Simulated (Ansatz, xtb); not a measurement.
# Relative energy of two isomers of C5H5BFN

We compare a, `Bc1cccnc1F`, a singlet, with b, `Bc1ccnc(F)c1`, a singlet. Both are isolated molecules in the gas phase, relaxed with B3LYP/def2-SVP; the shapes shown needn't be the lowest conformers.

a (Å):

```xyz
13

C    -0.5112   -0.5805    2.0435
C    -1.6264   -1.1538    1.3944
C    -1.5063   -1.7056    0.1196
C    -0.2481   -1.6702   -0.4882
C     0.6887   -0.6257    1.2908
B    -0.6209    0.0353    3.4533
F     1.7929   -0.1087    1.8226
N     0.8338   -1.1373    0.0905
H     0.3269    0.5236    4.0086
H    -1.6944    0.0209    4.0052
H    -2.5904   -1.1578    1.9105
H    -2.3586   -2.1525   -0.3957
H    -0.1027   -2.0912   -1.4900
```

b (Å):

```xyz
13

C    -0.3997   -0.8884    2.0186
C    -1.6755   -0.4249    1.6218
C    -2.0365   -0.4764    0.2763
C    -0.0379   -1.3813   -0.3094
C     0.4406   -1.3826    1.0044
B     0.0607   -0.8569    3.5016
F     0.7525   -1.8482   -1.2777
N    -1.2225   -0.9507   -0.6762
H     1.1562   -1.2607    3.8034
H    -0.6759   -0.4287    4.3549
H    -2.3747   -0.0291    2.3618
H    -3.0189   -0.1234   -0.0564
H     1.4420   -1.7608    1.2192
```

Quicker runs give these differences E(b) − E(a): GFN2-xTB +7.1 kJ/mol; HF/STO-3G +13.7 kJ/mol (at GFN2-xTB geometries); r2SCAN-D4/def2-SVP +15.2 kJ/mol (at GFN2-xTB geometries).

Question: Estimate E(b) − E(a) at the level CCSD(T)/def2-SVP + ΔMP2/def2-TZVPP.

Answer: Calculated at CCSD(T)/def2-SVP + ΔMP2/def2-TZVPP: E(b) − E(a) = +10.3 kJ/mol, so structure a lies lower.

How the difference moves with the method:

| level | geometry | E(b) − E(a) (kJ/mol) | departure from the last row (kJ/mol) | job, with rough time for the two |
| --- | --- | --- | --- | --- |
| GFN2-xTB | GFN2-xTB | +7.1 | −3.2 | optimisation, 0.15 s |
| HF/STO-3G | GFN2-xTB | +13.7 | +3.5 | single point, 0.52 s |
| r2SCAN-D4/def2-SVP | GFN2-xTB | +15.2 | +4.9 | single point, 3.3 s |
| B3LYP/def2-SVP | B3LYP/def2-SVP | +13.7 | +3.4 | optimisation, 35 s |
| HF/def2-SVP | B3LYP/def2-SVP | +18.7 | +8.5 | part of the CCSD(T) run |
| MP2/def2-SVP | B3LYP/def2-SVP | +9.8 | −0.4 | part of the CCSD(T) run |
| CCSD(T)/def2-SVP | B3LYP/def2-SVP | +12.7 | +2.4 | single point |
| CCSD(T)/def2-SVP + ΔMP2/def2-TZVPP | B3LYP/def2-SVP | +10.3 |  | single point, 51 s |

As drawn, both hold the same kinds of bond in the same numbers.

None of the levels shown reverses the order. The largest departure from CCSD(T)/def2-SVP + ΔMP2/def2-TZVPP is that of HF/def2-SVP, 8.5 kJ/mol. The last row adds to CCSD(T) the change of the MP2 difference between the two basis sets, here −2.4 kJ/mol.

With thermal terms from frequencies at re-optimised GFN2-xTB minima (ideal gas, soft modes damped towards free rotors, one conformer each, 298.15 K, 1 atm): on the last row, ΔE + ΔZPE = +9.8, ΔH = +9.9, ΔG = +9.8 kJ/mol.

The correlated steps freeze 8 core orbitals. Codes used: Ansatz 0.2.0, xtb 6.7.1; the last row on 2 threads of Intel(R) Xeon(R) 6975P-C (Granite Rapids) on a shared host.
